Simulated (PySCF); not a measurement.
Br2Y, neutral, multiplicity 2. Atoms are numbered in the order given.

```xyz
3

Y      0.0000     0.0000     0.6880
Br     0.0000    -2.3618    -0.3833
Br     0.0000     2.3618    -0.3833
```
Charge 0, spin multiplicity 2.

Geometry optimised at B3LYP-D3(BJ)/def2-SVP. The def2 effective core potentials stand for the cores of Y; spin–orbit coupling is left out.

Computed with PBE0/def2-TZVPD in PySCF.

Mulliken values depend strongly on the basis, most of all with diffuse functions as here. ESP charges are fitted to the potential on shells at 1.4 to 2.0 van der Waals radii. Atomic charges (e):

```
atom  ESP fit  Mulliken  Mulliken spin
----  -------  --------  -------------
Y1       0.61      0.80           1.02
Br2     -0.31     -0.40          -0.01
Br3     -0.31     -0.40          -0.01
```
